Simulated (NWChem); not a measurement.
Molecule: C$_{3}$H$_{6}$BF; SMILES C1B(F)CC1

```xyz
11

F      0.1553    -1.9365     0.0000
B     -0.0357    -0.6233     0.0000
C     -0.1044     0.4556     1.1537
C      0.1408     1.4942     0.0000
C     -0.1044     0.4556    -1.1537
H      0.6220     0.4371     1.9734
H     -1.1037     0.5601     1.5964
H      1.1727     1.8587     0.0000
H     -0.5279     2.3608     0.0000
H      0.6220     0.4371    -1.9734
H     -1.1037     0.5601    -1.5964
```
Atoms are numbered in this order, from 1.

Structure relaxed at the B3LYP/6-31G* (spherical d) level.

**Question.** Give the principal values of the shielding tensors (ppm) of F1, B2, C3, C4 from PBE0/pcSseg-1, GIAO (NWChem), with their diamagnetic and paramagnetic parts as GIAO splits them.

**Answer.** 
| atom | σ11 | σ22 | σ33 | isotropic | diamagnetic | paramagnetic |
|---|---|---|---|---|---|---|
| F1 | 1.2 | 111.2 | 401.1 | 171.2 | 471.2 | -300.0 |
| B2 | -24.1 | 49.0 | 89.8 | 38.2 | 187.9 | -149.7 |
| C3 | 132.2 | 170.0 | 176.9 | 159.7 | 251.7 | -92.0 |
| C4 | 160.0 | 177.0 | 177.1 | 171.4 | 248.7 | -77.3 |
